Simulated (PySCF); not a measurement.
Compound: C6H10O.
Numbering: `[CH2:1]1[CH2:2][CH2:3][C@H:4]2[O:5][C@H:6]2[CH2:7]1` (hydrogens: H8, H9 on C1; H10, H11 on C2; H12, H13 on C3; H14 on C4; H15 on C6; H16, H17 on C7)

Computed with PySCF at CAM-B3LYP/def2-SVPD, non-relativistic, on one gas-phase PBE0-D3(BJ)/def2-SVP geometry that isn't relaxed in the solvent. The solvent is an IEF-PCM continuum (van der Waals radii × 1.2), and excitations are vertical TDDFT with non-equilibrium linear response and a frozen core. Specific hydrogen bonds and non-electrostatic terms are outside this model.

Gas-phase singlets (H = HOMO, L = LUMO):

```
state  E (eV)  λ (nm)      f  leading configuration
   S1   7.644     162  0.027                H→L 73%
   S2   8.030     154  0.001              H-1→L 85%
   S3   8.208     151  0.011              H→L+6 27%
   S4   8.295     149  0.024              H→L+2 34%
   S5   8.423     147  0.022              H→L+1 34%
```

Q: Give the list for chloroform (ε = 4.711), n² = 2.09.

A: 
```json
{"state": "S1", "E (eV)": "7.678", "λ (nm)": "161", "f": "0.023", "leading configuration": "H→L 68%", "change by rank (eV)": "+0.034"}
{"state": "S2", "E (eV)": "8.095", "λ (nm)": "153", "f": "0.008", "leading configuration": "H-1→L 85%", "change by rank (eV)": "+0.065"}
{"state": "S3", "E (eV)": "8.284", "λ (nm)": "150", "f": "0.046", "leading configuration": "H→L+3 29%", "change by rank (eV)": "+0.076"}
{"state": "S4", "E (eV)": "8.387", "λ (nm)": "148", "f": "0.013", "leading configuration": "H→L+1 50%", "change by rank (eV)": "+0.092"}
{"state": "S5", "E (eV)": "8.552", "λ (nm)": "145", "f": "0.027", "leading configuration": "H→L+2 28%", "change by rank (eV)": "+0.129"}
```

Q: Give the list for water (ε = 78.36), n² = 1.78.

A: 
```json
{"state": "S1", "E (eV)": "7.672", "λ (nm)": "162", "f": "0.017", "leading configuration": "H→L 69%", "change by rank (eV)": "+0.028"}
{"state": "S2", "E (eV)": "8.113", "λ (nm)": "153", "f": "0.014", "leading configuration": "H-1→L 86%", "change by rank (eV)": "+0.083"}
{"state": "S3", "E (eV)": "8.341", "λ (nm)": "149", "f": "0.051", "leading configuration": "H→L+2 54%", "change by rank (eV)": "+0.133"}
{"state": "S4", "E (eV)": "8.432", "λ (nm)": "147", "f": "0.008", "leading configuration": "H→L+1 44%", "change by rank (eV)": "+0.137"}
{"state": "S5", "E (eV)": "8.606", "λ (nm)": "144", "f": "0.026", "leading configuration": "H→L+3 38%", "change by rank (eV)": "+0.183"}
```

Q: How do the frontier levels move from gas to water?

A: 
```tsv
orbital	gas (eV)	solvent (eV)	change (eV)	Löwdin shares, gas	Löwdin shares, solvent
LUMO+2	1.99	2.15	+0.16	C1 13 %, H14 13 %, H8 11 %, C4 9 %	O5 21 %, H9 13 %, C1 10 %, H14 9 %
LUMO+1	1.96	2.14	+0.18	C7 10 %, C3 10 %, H17 9 %, H15 9 %	O5 14 %, H11 10 %, C2 10 %, H15 8 %
LUMO	1.37	1.54	+0.17	C2 10 %, C3 8 %, C7 8 %, H10 7 %	O5 11 %, C6 8 %, C3 8 %, C4 8 %
HOMO	-9.13	-9.23	-0.10	O5 62 %, C4 8 %, C6 8 %, C3 5 %	O5 59 %, C4 8 %, C6 8 %, C3 5 %
HOMO-1	-9.52	-9.48	+0.04	C4 21 %, C6 20 %, O5 20 %, C7 8 %	C4 20 %, C6 19 %, O5 18 %, C7 9 %
HOMO-2	-10.38	-10.19	+0.19	C2 16 %, C1 14 %, C3 12 %, C7 10 %	C2 16 %, C1 14 %, C3 13 %, C7 10 %
HOMO-3	-10.57	-10.41	+0.16	C1 20 %, C2 15 %, C7 11 %, H9 11 %	C1 20 %, C2 15 %, C7 11 %, H9 10 %
```

The HOMO–LUMO gap goes from 10.49 to 10.77 eV. Rows go by rank; for LUMO, LUMO+1 and LUMO+2 the atom shares or the degeneracy differ between the runs, so the row needn't follow one orbital.

Time: 39 s wall. Hardware: one thread, Arm Neoverse V1, on a shared host. This is the whole response run at CAM-B3LYP/def2-SVPD in water, SCF included.
